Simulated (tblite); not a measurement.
A geometry optimisation, step by step.

Species: C4H2ClSe (doublet state).
Bonds: Cl1–C2, C2–C3 (aromatic), C3–C4 (aromatic), C4–C5 (aromatic), C5–Se6 (aromatic), C2–Se6 (aromatic). Hydrogens: H7 on C3; H8 on C4.
Bond orders are those of one Lewis drawing.

Computed with GFN2-xTB (tblite), gas phase: L-BFGS steps from a force-field or distance-geometry start until the largest atomic force falls under 0.01 eV/Å. 14 of its 21 geometries are shown.

Step 0: E = -466.8327 eV, largest atomic force 4.895 eV/Å
```
atom  x, y, z in Å  |  force x, y, z in eV/Å
Cl1     2.827   -0.132   -0.180   -1.378   0.488   0.122
C2      1.109    0.261   -0.048    0.444   0.732   0.109
C3      0.085   -0.621   -0.071    2.847  -2.613  -0.518
C4     -1.169   -0.128    0.042   -4.823  -0.792   0.263
C5     -1.394    1.176    0.217    2.041   0.288  -0.083
Se6     0.323    2.000    0.199    0.103   0.302   0.003
H7      0.278   -1.707   -0.211   -0.240   0.858   0.148
H8     -2.049   -0.839    0.028    1.006   0.736  -0.044
```

Step 2: E = -467.1764 eV, largest atomic force 1.045 eV/Å
```
atom  x, y, z in Å  |  force x, y, z in eV/Å
Cl1     2.795   -0.118   -0.177   -0.685   0.412   0.075
C2      1.111    0.271   -0.045   -0.272   0.149   0.075
C3      0.119   -0.648   -0.078   -0.542   0.026  -0.038
C4     -1.232   -0.140    0.047    0.412  -0.435   0.006
C5     -1.345    1.175    0.214    1.040  -0.055  -0.091
Se6     0.327    2.006    0.199    0.325   0.189  -0.003
H7      0.276   -1.703   -0.210    0.064  -0.099   0.003
H8     -2.042   -0.834    0.027   -0.342  -0.189  -0.027
```

Step 3: E = -467.2519 eV, largest atomic force 0.802 eV/Å
```
atom  x, y, z in Å  |  force x, y, z in eV/Å
Cl1     2.759   -0.099   -0.173   -0.129   0.256   0.029
C2      1.100    0.278   -0.042   -0.585   0.069   0.062
C3      0.102   -0.644   -0.080    0.368  -0.701  -0.125
C4     -1.225   -0.157    0.048   -0.325  -0.110   0.040
C5     -1.291    1.169    0.209    0.175  -0.113  -0.037
Se6     0.340    2.015    0.198    0.481   0.134  -0.013
H7      0.279   -1.710   -0.210    0.024   0.310   0.040
H8     -2.056   -0.843    0.025   -0.010   0.154   0.006
```

Step 5: E = -467.2843 eV, largest atomic force 0.213 eV/Å
```
atom  x, y, z in Å  |  force x, y, z in eV/Å
Cl1     2.736   -0.076   -0.170    0.051   0.190   0.012
C2      1.074    0.282   -0.038   -0.053  -0.063  -0.001
C3      0.102   -0.661   -0.085   -0.048  -0.130  -0.001
C4     -1.228   -0.167    0.051   -0.023  -0.004  -0.003
C5     -1.258    1.161    0.205   -0.208   0.045   0.009
Se6     0.367    2.023    0.198    0.187  -0.083  -0.014
H7      0.283   -1.711   -0.210    0.127  -0.130  -0.025
H8     -2.067   -0.842    0.025   -0.032   0.174   0.024
```

Step 6: E = -467.2883 eV, largest atomic force 0.223 eV/Å
```
atom  x, y, z in Å  |  force x, y, z in eV/Å
Cl1     2.734   -0.070   -0.170    0.034   0.175   0.012
C2      1.069    0.281   -0.037    0.049  -0.110  -0.014
C3      0.101   -0.666   -0.085   -0.090   0.015   0.020
C4     -1.229   -0.168    0.051    0.042   0.071  -0.002
C5     -1.258    1.160    0.204   -0.106   0.042   0.003
Se6     0.375    2.023    0.197    0.032  -0.129  -0.010
H7      0.287   -1.713   -0.210    0.121  -0.185  -0.031
H8     -2.069   -0.838    0.025   -0.082   0.122   0.022
```

Step 8: E = -467.2960 eV, largest atomic force 0.219 eV/Å
```
atom  x, y, z in Å  |  force x, y, z in eV/Å
Cl1     2.733   -0.047   -0.168    0.046   0.093   0.003
C2      1.062    0.273   -0.037    0.102  -0.122  -0.019
C3      0.096   -0.678   -0.086   -0.019   0.049   0.018
C4     -1.230   -0.167    0.051    0.034   0.073  -0.001
C5     -1.262    1.163    0.204    0.138   0.013  -0.012
Se6     0.388    2.014    0.196   -0.197  -0.095   0.006
H7      0.299   -1.726   -0.212    0.007  -0.055  -0.009
H8     -2.078   -0.824    0.027   -0.111   0.045   0.015
```

Step 9: E = -467.2986 eV, largest atomic force 0.160 eV/Å
```
atom  x, y, z in Å  |  force x, y, z in eV/Å
Cl1     2.735   -0.035   -0.167    0.069   0.046  -0.002
C2      1.062    0.267   -0.037    0.052  -0.064  -0.009
C3      0.095   -0.682   -0.086    0.025   0.000   0.005
C4     -1.230   -0.165    0.051    0.001  -0.011  -0.005
C5     -1.262    1.165    0.203    0.140  -0.014  -0.014
Se6     0.389    2.008    0.196   -0.158  -0.026   0.010
H7      0.304   -1.732   -0.214   -0.056   0.025   0.004
H8     -2.084   -0.816    0.029   -0.073   0.044   0.011
```

Step 11: E = -467.3007 eV, largest atomic force 0.077 eV/Å
```
atom  x, y, z in Å  |  force x, y, z in eV/Å
Cl1     2.739   -0.025   -0.166    0.054   0.014  -0.004
C2      1.065    0.260   -0.038   -0.002   0.027   0.005
C3      0.094   -0.686   -0.086    0.034  -0.019  -0.004
C4     -1.230   -0.165    0.051   -0.003  -0.072  -0.007
C5     -1.257    1.165    0.202   -0.001  -0.046  -0.009
Se6     0.384    2.004    0.196    0.015   0.038   0.006
H7      0.305   -1.735   -0.214   -0.074   0.020   0.007
H8     -2.091   -0.808    0.030   -0.023   0.038   0.006
```

Step 12: E = -467.3011 eV, largest atomic force 0.061 eV/Å
```
atom  x, y, z in Å  |  force x, y, z in eV/Å
Cl1     2.741   -0.023   -0.166    0.024   0.013  -0.002
C2      1.065    0.260   -0.038    0.008   0.042   0.007
C3      0.095   -0.687   -0.085    0.019  -0.009  -0.003
C4     -1.230   -0.167    0.051    0.010  -0.037  -0.003
C5     -1.255    1.163    0.202   -0.042  -0.044  -0.006
Se6     0.383    2.004    0.196    0.051   0.027   0.002
H7      0.302   -1.735   -0.214   -0.053  -0.010   0.002
H8     -2.093   -0.806    0.031   -0.017   0.018   0.003
```

Step 14: E = -467.3015 eV, largest atomic force 0.030 eV/Å
```
atom  x, y, z in Å  |  force x, y, z in eV/Å
Cl1     2.744   -0.019   -0.167   -0.012   0.012   0.001
C2      1.066    0.260   -0.038    0.014   0.013   0.003
C3      0.096   -0.687   -0.086    0.003   0.007  -0.001
C4     -1.229   -0.169    0.050    0.013   0.017   0.003
C5     -1.254    1.160    0.201   -0.019  -0.002  -0.002
Se6     0.384    2.004    0.197    0.019  -0.010  -0.001
H7      0.298   -1.736   -0.214   -0.017  -0.025  -0.001
H8     -2.097   -0.803    0.031    0.000  -0.013  -0.001
```

Step 15: E = -467.3016 eV, largest atomic force 0.019 eV/Å
```
atom  x, y, z in Å  |  force x, y, z in eV/Å
Cl1     2.745   -0.018   -0.167   -0.006   0.010   0.000
C2      1.067    0.261   -0.038    0.001  -0.005   0.001
C3      0.097   -0.688   -0.086    0.004   0.009   0.000
C4     -1.229   -0.170    0.050    0.003   0.006   0.002
C5     -1.255    1.160    0.201    0.000   0.013  -0.001
Se6     0.384    2.004    0.197    0.000  -0.009   0.000
H7      0.297   -1.737   -0.214   -0.014  -0.013   0.000
H8     -2.097   -0.803    0.031    0.010  -0.010  -0.002
```

Step 17: E = -467.3016 eV, largest atomic force 0.015 eV/Å
```
atom  x, y, z in Å  |  force x, y, z in eV/Å
Cl1     2.744   -0.018   -0.167    0.006   0.006  -0.001
C2      1.067    0.261   -0.038   -0.005  -0.009   0.000
C3      0.097   -0.688   -0.086   -0.006  -0.009   0.000
C4     -1.228   -0.169    0.051   -0.002   0.002   0.001
C5     -1.255    1.160    0.201    0.009   0.003  -0.002
Se6     0.385    2.004    0.197   -0.005   0.002   0.002
H7      0.296   -1.738   -0.214   -0.011   0.008   0.002
H8     -2.097   -0.803    0.031    0.014  -0.004  -0.001
```

Step 18: E = -467.3016 eV, largest atomic force 0.015 eV/Å
```
atom  x, y, z in Å  |  force x, y, z in eV/Å
Cl1     2.744   -0.017   -0.167    0.011   0.003  -0.001
C2      1.067    0.260   -0.037   -0.006  -0.008   0.000
C3      0.097   -0.688   -0.086   -0.009  -0.012   0.000
C4     -1.228   -0.169    0.051   -0.004  -0.002  -0.001
C5     -1.255    1.161    0.201    0.007  -0.002  -0.002
Se6     0.385    2.003    0.197   -0.002   0.008   0.002
H7      0.295   -1.738   -0.214   -0.007   0.013   0.002
H8     -2.096   -0.804    0.031    0.012   0.000   0.000
```

Step 20: E = -467.3017 eV, largest atomic force 0.004 eV/Å
```
atom  x, y, z in Å  |  force x, y, z in eV/Å
Cl1     2.745   -0.015   -0.167    0.004   0.000  -0.001
C2      1.067    0.260   -0.037   -0.001  -0.001   0.000
C3      0.097   -0.688   -0.086   -0.003  -0.001   0.002
C4     -1.228   -0.169    0.051   -0.003  -0.002  -0.001
C5     -1.255    1.161    0.201   -0.001  -0.001  -0.001
Se6     0.385    2.003    0.197    0.003   0.003   0.001
H7      0.293   -1.739   -0.214    0.000   0.003   0.000
H8     -2.095   -0.804    0.031    0.000  -0.001   0.000
```

Problem. Summarise the path.

Solution. The energy falls by 0.4690 eV from step 0 to step 20; nine tenths of that is first reached at step 4. It never rises by more than 0.2 meV. The largest force goes from 4.895 to 0.004 eV/Å. Among the bonds C3–C4 changes most, from 1.352 to 1.430 Å; the atoms move by 0.087 Å rms after alignment.

Problem. Follow the three bonds and two angles with the largest change from start to end.

Solution. 
```json
{"step": "0", "E above end (eV)": "0.4690", "largest force (eV/Å)": "4.895", "C3–C4 (Å)": "1.352", "Cl1–C2 (Å)": "1.767", "C5–Se6 (Å)": "1.904", "C4–C5–Se6 (°)": "105.6", "C3–C4–C5 (°)": "121.6"}
{"step": "1", "E above end (eV)": "0.1892", "largest force (eV/Å)": "1.477", "C3–C4 (Å)": "1.464", "Cl1–C2 (Å)": "1.743", "C5–Se6 (Å)": "1.879", "C4–C5–Se6 (°)": "110.2", "C3–C4–C5 (°)": "116.7"}
{"step": "2", "E above end (eV)": "0.1252", "largest force (eV/Å)": "1.045", "C3–C4 (Å)": "1.449", "Cl1–C2 (Å)": "1.733", "C5–Se6 (Å)": "1.867", "C4–C5–Se6 (°)": "111.3", "C3–C4–C5 (°)": "115.9"}
{"step": "3", "E above end (eV)": "0.0497", "largest force (eV/Å)": "0.802", "C3–C4 (Å)": "1.420", "Cl1–C2 (Å)": "1.706", "C5–Se6 (Å)": "1.837", "C4–C5–Se6 (°)": "114.3", "C3–C4–C5 (°)": "113.4"}
{"step": "4", "E above end (eV)": "0.0288", "largest force (eV/Å)": "0.598", "C3–C4 (Å)": "1.422", "Cl1–C2 (Å)": "1.704", "C5–Se6 (Å)": "1.833", "C4–C5–Se6 (°)": "115.8", "C3–C4–C5 (°)": "112.4"}
{"step": "5", "E above end (eV)": "0.0173", "largest force (eV/Å)": "0.213", "C3–C4 (Å)": "1.425", "Cl1–C2 (Å)": "1.705", "C5–Se6 (Å)": "1.839", "C4–C5–Se6 (°)": "116.5", "C3–C4–C5 (°)": "112.1"}
{"step": "6", "E above end (eV)": "0.0133", "largest force (eV/Å)": "0.223", "C3–C4 (Å)": "1.426", "Cl1–C2 (Å)": "1.707", "C5–Se6 (Å)": "1.847", "C4–C5–Se6 (°)": "116.4", "C3–C4–C5 (°)": "112.2"}
{"step": "7", "E above end (eV)": "0.0090", "largest force (eV/Å)": "0.191", "C3–C4 (Å)": "1.427", "Cl1–C2 (Å)": "1.707", "C5–Se6 (Å)": "1.855", "C4–C5–Se6 (°)": "116.0", "C3–C4–C5 (°)": "112.6"}
{"step": "8", "E above end (eV)": "0.0056", "largest force (eV/Å)": "0.219", "C3–C4 (Å)": "1.428", "Cl1–C2 (Å)": "1.706", "C5–Se6 (Å)": "1.857", "C4–C5–Se6 (°)": "115.7", "C3–C4–C5 (°)": "112.9"}
{"step": "9", "E above end (eV)": "0.0030", "largest force (eV/Å)": "0.160", "C3–C4 (Å)": "1.429", "Cl1–C2 (Å)": "1.704", "C5–Se6 (Å)": "1.854", "C4–C5–Se6 (°)": "115.5", "C3–C4–C5 (°)": "113.1"}
{"step": "10", "E above end (eV)": "0.0017", "largest force (eV/Å)": "0.095", "C3–C4 (Å)": "1.429", "Cl1–C2 (Å)": "1.703", "C5–Se6 (Å)": "1.848", "C4–C5–Se6 (°)": "115.6", "C3–C4–C5 (°)": "113.1"}
{"step": "11", "E above end (eV)": "0.0010", "largest force (eV/Å)": "0.077", "C3–C4 (Å)": "1.429", "Cl1–C2 (Å)": "1.703", "C5–Se6 (Å)": "1.843", "C4–C5–Se6 (°)": "115.7", "C3–C4–C5 (°)": "113.1"}
{"step": "12", "E above end (eV)": "0.0006", "largest force (eV/Å)": "0.061", "C3–C4 (Å)": "1.429", "Cl1–C2 (Å)": "1.704", "C5–Se6 (Å)": "1.841", "C4–C5–Se6 (°)": "115.9", "C3–C4–C5 (°)": "112.9"}
{"step": "13", "E above end (eV)": "0.0003", "largest force (eV/Å)": "0.047", "C3–C4 (Å)": "1.429", "Cl1–C2 (Å)": "1.706", "C5–Se6 (Å)": "1.841", "C4–C5–Se6 (°)": "116.0", "C3–C4–C5 (°)": "112.9"}
{"step": "14", "E above end (eV)": "0.0001", "largest force (eV/Å)": "0.030", "C3–C4 (Å)": "1.429", "Cl1–C2 (Å)": "1.706", "C5–Se6 (Å)": "1.843", "C4–C5–Se6 (°)": "116.0", "C3–C4–C5 (°)": "112.9"}
{"step": "15", "E above end (eV)": "0.0001", "largest force (eV/Å)": "0.019", "C3–C4 (Å)": "1.430", "Cl1–C2 (Å)": "1.706", "C5–Se6 (Å)": "1.844", "C4–C5–Se6 (°)": "115.9", "C3–C4–C5 (°)": "112.9"}
{"step": "16", "E above end (eV)": "0.0001", "largest force (eV/Å)": "0.015", "C3–C4 (Å)": "1.430", "Cl1–C2 (Å)": "1.706", "C5–Se6 (Å)": "1.844", "C4–C5–Se6 (°)": "115.9", "C3–C4–C5 (°)": "112.9"}
{"step": "17", "E above end (eV)": "0.0000", "largest force (eV/Å)": "0.015", "C3–C4 (Å)": "1.430", "Cl1–C2 (Å)": "1.705", "C5–Se6 (Å)": "1.844", "C4–C5–Se6 (°)": "115.9", "C3–C4–C5 (°)": "112.9"}
{"step": "18", "E above end (eV)": "0.0000", "largest force (eV/Å)": "0.015", "C3–C4 (Å)": "1.430", "Cl1–C2 (Å)": "1.705", "C5–Se6 (Å)": "1.844", "C4–C5–Se6 (°)": "115.8", "C3–C4–C5 (°)": "112.9"}
{"step": "19", "E above end (eV)": "0.0000", "largest force (eV/Å)": "0.010", "C3–C4 (Å)": "1.430", "Cl1–C2 (Å)": "1.705", "C5–Se6 (Å)": "1.844", "C4–C5–Se6 (°)": "115.8", "C3–C4–C5 (°)": "113.0"}
{"step": "20", "E above end (eV)": "0.0000", "largest force (eV/Å)": "0.004", "C3–C4 (Å)": "1.430", "Cl1–C2 (Å)": "1.705", "C5–Se6 (Å)": "1.844", "C4–C5–Se6 (°)": "115.8", "C3–C4–C5 (°)": "113.0"}
```

What follows is the cost of the whole relaxation. On an Arm Neoverse V2 with one thread (shared host), this took under 0.1 s.
